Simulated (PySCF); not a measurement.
All values are calculated (PySCF 2.14.0 with density-fitted response routines): GIAO PBE0/pcSseg-1 shieldings, GFN2-xTB geometry. Single conformer, fast rotation and ring inversion assumed for equivalent nuclei, no relativistic terms, gas phase.

Referencing at the same level of theory: TMS for 1H and 13C. Acid and N–H amide carbonyl carbons lie up to 10 ppm further downfield in solution (hydrogen bonding). Shifts are as computed. Against solution values, carbons near 30 ppm lie about +3 ppm off and those near 130 ppm about +5 ppm. Of 1211 compounds with measured shifts, 218 miss one by over three times the rms of a fit or turn the order of signals round; such compounds aren't used in these exercises. Groups on amide-type nitrogens are kept apart (slow C–N rotation). OH and NH positions are gas-phase values without hydrogen bonding to other molecules.

Task: Order these molecules by the shift of their most shielded carbon-bound hydrogen, lowest δ first.
A. CO[Si]([SiH3])([SiH3])[SiH3]
B. O=C(F)c1cccc(F)c1
C. NC(=O)/C=C/C(F)=C(F)F
D. C=CCC(=O)OC(C)(C)C

Result: D (1.55 ppm, hydrogen on a methyl carbon), A (3.48 ppm, hydrogen on a methyl carbon bonded to O), C (5.96 ppm, hydrogen on an α carbon of a C=C–C=O unit), B (7.69 ppm, hydrogen on an aromatic CH).

Task: Order these molecules by the shift of their most deshielded carbon-bound hydrogen, lowest δ first.
A. CO[Si]([SiH3])([SiH3])[SiH3]
B. NC(=O)/C=C/C(F)=C(F)F
C. O=C(F)c1cccc(F)c1
D. C=CCC(=O)OC(C)(C)C

Result: A (3.48 ppm, hydrogen on a methyl carbon bonded to O), D (6.51 ppm, hydrogen on an alkene CH), B (7.54 ppm, hydrogen on a β carbon of a C=C–C=O unit), C (8.37 ppm, hydrogen on an aromatic CH).

Task: How many 13C and 1H signals does each give (equivalence by symmetry and fast rotation, but not about amide C–N or C=N bonds)? `CO[Si]([SiH3])([SiH3])[SiH3]`, `O=C(F)c1cccc(F)c1`, `C=CCC(=O)OC(C)(C)C`, `NC(=O)/C=C/C(F)=C(F)F`

Result: CO[Si]([SiH3])([SiH3])[SiH3]: 1 C, 2 H; O=C(F)c1cccc(F)c1: 7 C, 4 H; C=CCC(=O)OC(C)(C)C: 6 C, 5 H; NC(=O)/C=C/C(F)=C(F)F: 5 C, 4 H.
